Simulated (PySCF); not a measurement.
H7N3Si2.
SMILES with atom numbers: `[NH2:1][SiH:2]1[NH:3][SiH2:4][NH:5]1` (hydrogens: H6, H7 on N1; H8 on Si2; H9 on N3; H10, H11 on Si4; H12 on N5)

Computed with PySCF 2.14.0, PBE0-D3(BJ)/def2-SVP geometry optimisation, gas phase.

(1) List the bond lengths, angles and torsions at this level.

Results:

(1) 
```
          bond  length (bohr)
        N1–Si2          3.232
Si2–N3, Si2–N5          3.307
N3–Si4, Si4–N5          3.293
  N1–H6, N1–H7          1.912
        Si2–H8          2.823
 N3–H9, N5–H12          1.906
       Si4–H10          2.831
       Si4–H11          2.834
```

Bonds in one row agree within 0.02 bohr and their mean is given. A selection of angles:
```
      angle  degrees
  Si2–N1–H6    122.7
   H6–N1–H7    113.3
  N1–Si2–N3    118.3
  N1–Si2–H8    103.2
  N3–Si2–N5     85.8
  N3–Si2–H8    115.8
  N5–Si2–H8    116.8
 Si2–N3–Si4     93.9
  Si2–N3–H9    132.1
  Si4–N3–H9    133.2
  N3–Si4–N5     86.2
 N3–Si4–H10    115.7
 N3–Si4–H11    116.2
H10–Si4–H11    106.6
```

Torsions: N1–Si2–N3–Si4 -121° (anticlinal); Si2–N3–Si4–N5 2° (synperiplanar); N3–Si4–N5–Si2 -2° (synperiplanar); N1–Si2–N5–Si4 122° (anticlinal). The mirror-image conformer, all signs reversed, is as good.

The 4-membered ring Si2–N3–Si4–N5 has internal angles of 85.8° to 94.0°; it is almost planar, 0.02 Å rms from its mean plane, widest ring torsion 2°. Si2 (SiH silicon) has angles from 85.8° to 118.3°. N1 (silicon-bound nitrogen) is planar (angles 123.9°, 122.7° and 113.3°, sum 360.0°, 0.01 Å off the plane of its three neighbours). The N–Si distances run from 1.710 Å (N1–Si2, drawn single) to 1.751 Å (Si2–N3, drawn single), a spread of 0.041 Å. N3 (nitrogen bridging silicon atoms) is almost planar (angles 133.2°, 132.1° and 93.9°, sum 359.3°, 0.06 Å off the plane of its three neighbours). Si4 (SiH2 silicon) has angles from 86.2° to 116.2°.

Point group: near Cs, missed by 0.11 Å at most; the miss may be what the optimiser left on a soft mode. Whether it is a minimum is left open (no frequencies). One conformer, not necessarily the lowest (H–N1–Si2–N3 -127° and 50°).

Time: 67 s wall; peak memory 0.47 GiB. Hardware: one thread, Arm Neoverse V1 (aarch64), on a shared host. That covers the optimisation of the geometry.
